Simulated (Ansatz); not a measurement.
`C[Si](F)[SeH]` radical, relaxed with UKS PBE0-D4/def2-TZVP in the Gaussian-basis code of Ansatz from a PBE-D4/def2-SVP geometry. The force threshold is 0.005 eV/Å; the program also tests the step.

Charge 0, multiplicity 2.

Start:

```xyz
8

C    -0.725    1.000    0.365
Si    0.808    0.008   -0.120
F     1.088    0.265   -1.729
Se    0.310   -2.204    0.298
H    -0.967    0.837    1.435
H    -0.551    2.082    0.203
H    -1.591    0.687   -0.255
H     1.629   -2.675   -0.197
```

Problem. By how much does the energy fall, and how many steps does the optimiser take? (Estimate.)

Solution. The calculation gave: 5.41 kJ/mol, in 10 steps, 1 of them rejected.

Problem. Which bonds change most? (Estimate.)

Solution. The calculation gave: Si2–F3 from 1.653 to 1.609 Å; Si2–Se4 from 2.305 to 2.279 Å; C1–Si2 from 1.889 to 1.866 Å; Se4–H8 from 1.485 to 1.468 Å.

Problem. Give the relaxed structure. (Best estimate.)

Solution. Computed: 
```xyz
8

C    -0.717    0.993    0.362
Si    0.781   -0.003   -0.134
F     1.053    0.261   -1.697
Se    0.301   -2.198    0.250
H    -0.951    0.833    1.416
H    -0.531    2.057    0.202
H    -1.579    0.698   -0.244
H     1.642   -2.641   -0.154
```
